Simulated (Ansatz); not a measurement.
Reaction (formal loss of a carbene): `C[O][SnH]([CH3])[NH2]` → `[CH2]` (triplet) + `[CH3][SnH]([NH2])[OH]`

Isolated molecules relaxed with PBE0-D4/def2-TZVP in Ansatz; ΔE leaves out vibrations. CBS: MP2 limit from def2 TZ/QZ plus the TZ coupled-cluster correction, frozen cores. This one scheme is used for every species. DFT in def2-TZVPP. Triplets are unrestricted, without spin–orbit coupling. Elements past krypton have def2 core potentials. For Sn outer-core shells are correlated without core-valence functions, which leaves a few kJ/mol of doubt a bond. One conformer a species, not always the lowest.

CCSD(T)/CBS gives +3.90 eV.

Another level gave +3.83 eV. Which?
A. SCS-MP2/def2-TZVPP
B. MP2/def2-TZVPP
C. PBE0/def2-TZVPP
D. r2SCAN-D4/def2-TZVPP

C. PBE0 3.83, r2SCAN-D4 3.68, MP2/def2-TZVPP 3.88, SCS-MP2/def2-TZVPP 3.93 eV.

Largest T1 diagnostic among the species: 0.012.

The D4 term adds +0.10 eV with B3LYP and +0.06 eV with PBE0; it sums over pairs of atoms, weighted by their polarisabilities, and B3LYP, whose exchange is more repulsive, gets the larger term. In def2-TZVPP, CCSD(T) changes the Hartree–Fock value by +1.34 eV (the triples alone add +0.11 eV) and MP2 by +1.42 eV.

B3LYP here is the variant with VWN-RPA as its local correlation; programs differ in this.
